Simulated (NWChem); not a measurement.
Molecule: CH4OSi; SMILES C([SiH3])=O

```xyz
7

O     -0.3320    -1.6826     0.0000
C      0.4867    -0.7986     0.0000
Si    -0.0808     1.0545     0.0000
H      1.5856    -1.0474     0.0000
H     -0.9082     1.2820     1.2198
H     -0.9082     1.2820    -1.2198
H      1.0978     1.9723     0.0000
```
Atoms are numbered in this order, from 1.

All runs: NWChem. Structure relaxed at the PBE0/def2-SVP level. Total energies compare along this basis series because the functional is fixed.

```json
[
 {"level": "PBE0/STO-3G", "basis functions": "23", "energy (Ha)": "-400.0727", "highest occupied level (eV)": "-3.87", "orbital gap (eV)": "6.30", "dipole (D)": "1.41"},
 {"level": "PBE0/def2-SVP", "basis functions": "66", "energy (Ha)": "-404.7536", "highest occupied level (eV)": "-7.06", "orbital gap (eV)": "5.47", "dipole (D)": "2.00"},
 {"level": "PBE0/def2-SVPD", "basis functions": "99", "energy (Ha)": "-404.7652", "highest occupied level (eV)": "-7.27", "orbital gap (eV)": "5.38", "dipole (D)": "…"},
 {"level": "PBE0/def2-TZVP", "basis functions": "123", "energy (Ha)": "-404.9889", "highest occupied level (eV)": "-7.19", "orbital gap (eV)": "5.38", "dipole (D)": "2.13"},
 {"level": "PBE0/def2-TZVPD", "basis functions": "156", "energy (Ha)": "-404.9900", "highest occupied level (eV)": "-7.23", "orbital gap (eV)": "5.34", "dipole (D)": "2.17"},
 {"level": "PBE0/def2-TZVPP", "basis functions": "160", "energy (Ha)": "-404.9897", "highest occupied level (eV)": "-7.19", "orbital gap (eV)": "5.38", "dipole (D)": "2.13"}
]
```

Q: Complete the blanks.

A: 
- PBE0/def2-SVPD, dipole (D): 2.22
